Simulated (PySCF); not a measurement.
C2H9ClOSi2, SMILES CCO[SiH2][SiH2]Cl.

Coordinates come from a B3LYP-D3(BJ)/def2-SVP optimisation. The structure was generated by enumeration, and PubChem lists no compound with its InChIKey, so it may never have been made. One conformer was computed; it need not be the lowest.

These are PBE/def2-TZVP run with PySCF values and carry that method's errors.

Gas-phase values at a fixed geometry.

The total energy comes out as -1195.51845 hartree. The point group is Cs. The highest occupied level is -6.71 eV and the lowest empty level is -1.68 eV. The orbital gap is 5.03 eV and the dipole moment comes out as 2.24 D. The quadrupole, principal values (traceless, Buckingham form, about the centre of nuclear charge) comes out as -3.04, -0.28, 3.31 D·Å. The mean static polarisability is 99.6 bohr³ (14.76 Å³). The polarisability, principal values comes out as 80.8, 92.4, 125.7 bohr³.
